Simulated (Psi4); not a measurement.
A dimer, C2H6 ··· O2S (SMILES CC and O=S=O), singlet; the first 8 atoms form monomer A.

```
11

C     -0.7604    -0.0345     0.0546
C      0.7604     0.0345    -0.0546
H     -1.2080    -0.4087    -0.8683
H     -1.1891     0.9497     0.2532
H     -1.0705    -0.6984     0.8639
H      1.0705     0.6985    -0.8639
H      1.1891    -0.9497    -0.2533
H      1.2080     0.4086     0.8683
O      0.2479     3.0134     2.2278
S      0.0741     3.1800     0.8095
O     -0.9861     4.0285     0.3346
```

Q: What interaction energy does SAPT0/jun-cc-pVDZ, frozen core (Psi4) give, and which attractive term is the largest?

A: Total 1.78 kJ/mol: electrostatics -6.53, exchange 24.22, induction -5.07, dispersion -10.84. The most attractive term is dispersion.
